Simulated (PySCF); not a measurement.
C3H7AlO, SMILES C=[CH][Al]([CH3])[OH].

Geometry: PBE-D3(BJ)/def2-SVP. The structure was generated by enumeration; whether it is a known compound was not checked. The values are those of a single conformer.

Level of theory: PBE-D3(BJ)/def2-SVP (PySCF).

Frequencies are harmonic and unscaled.

| mode | ν (cm⁻¹) | IR (km/mol) | moving atoms (share of kinetic energy) |
|---|---|---|---|
| 1 | 34 | 0.2 | H 97 % |
| 2 | 49 | 1.0 | C 56 %, H 39 % |
| 3 | 111 | 2.5 | C 39 %, H 27 %, O 21 %, Al 12 % |
| 4 | 181 | 3.8 | C 34 %, O 32 %, H 27 % |
| 5 | 195 | 1.9 | Al 47 %, H 37 %, O 9 % |
| 6 | 301 | 28.0 | C 53 %, H 25 %, Al 16 % |
| 7 | 370 | 103.4 | H 88 %, O 11 % |
| 8 | 428 | 47.0 | H 66 %, C 28 % |
| 9 | 533 | 7.6 | C 62 %, H 25 %, O 10 % |
| 10 | 568 | 127.6 | H 73 %, O 20 % |
| 11 | 633 | 17.6 | H 51 %, C 30 %, Al 14 % |
| 12 | 635 | 44.3 | H 72 %, C 20 %, Al 8 % |
| 13 | 707 | 196.3 | H 37 %, Al 35 %, C 26 % |
| 14 | 843 | 83.4 | Al 44 %, O 42 %, H 11 % |
| 15 | 950 | 27.2 | H 72 %, C 28 % |
| 16 | 961 | 17.3 | H 85 %, C 12 % |
| 17 | 1028 | 8.8 | H 93 % |
| 18 | 1164 | 24.8 | H 79 %, C 21 % |
| 19 | 1223 | 0.7 | H 72 %, C 28 % |
| 20 | 1372 | 14.1 | H 82 %, C 18 % |
| 21 | 1376 | 1.3 | H 96 % |
| 22 | 1378 | 2.4 | H 95 % |
| 23 | 1600 | 24.1 | C 84 %, H 16 % |
| 24 | 2966 | 2.3 | H 97 % |
| 25 | 3019 | 34.6 | H 95 % |
| 26 | 3037 | 7.3 | H 92 %, C 8 % |
| 27 | 3052 | 4.9 | H 91 %, C 9 % |
| 28 | 3078 | 4.2 | H 91 %, C 9 % |
| 29 | 3103 | 22.2 | H 89 %, C 11 % |
| 30 | 3812 | 39.5 | H 94 % |
